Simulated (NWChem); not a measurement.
System: C₄H₄N₂; SMILES C=C1N=CC=N1

Here is an NWChem input.

```
start job
memory heap 200 mb stack 900 mb global 1100 mb
geometry units angstroms noautosym nocenter noautoz
  C      0.000000     0.000000    -2.030673
  C      0.000000     0.000000    -0.686588
  N      0.000000    -1.181614     0.092307
  C      0.000000    -0.736987     1.312195
  C      0.000000     0.736987     1.312195
  N      0.000000     1.181614     0.092307
  H      0.000000     0.935792    -2.578185
  H      0.000000    -0.935792    -2.578185
  H      0.000000    -1.394661     2.176430
  H      0.000000     1.394661     2.176430
end
basis spherical
  * library pcsseg-1
end
dft
  xc pbe0
  iterations 150
end
property
  shielding 6 1 2 3 4 7 9
end
task dft property
```

The geometry was optimised at B3LYP/6-31G* (spherical d).

GIAO values for the isolated, static molecule; σ is the absolute isotropic shielding, δ = σ(reference) − σ with the isolated reference molecule computed at the same levels (13C: tetramethylsilane, 1H: tetramethylsilane, 15N: ammonia).

Atoms are numbered as in the input.

Q: Predict the main results of this run. (PBE0/pcSseg-1, GIAO.) Quantities: δ C1 (ppm); δ C2 (ppm); δ N3 (ppm); δ C4 (ppm); δ H7 (ppm); δ H9 (ppm).

A: 
- δ C1 (ppm) = 141.8
- δ C2 (ppm) = 180.3
- δ N3 (ppm) = 394.9
- δ C4 (ppm) = 166.5
- δ H7 (ppm) = 6.80
- δ H9 (ppm) = 8.18
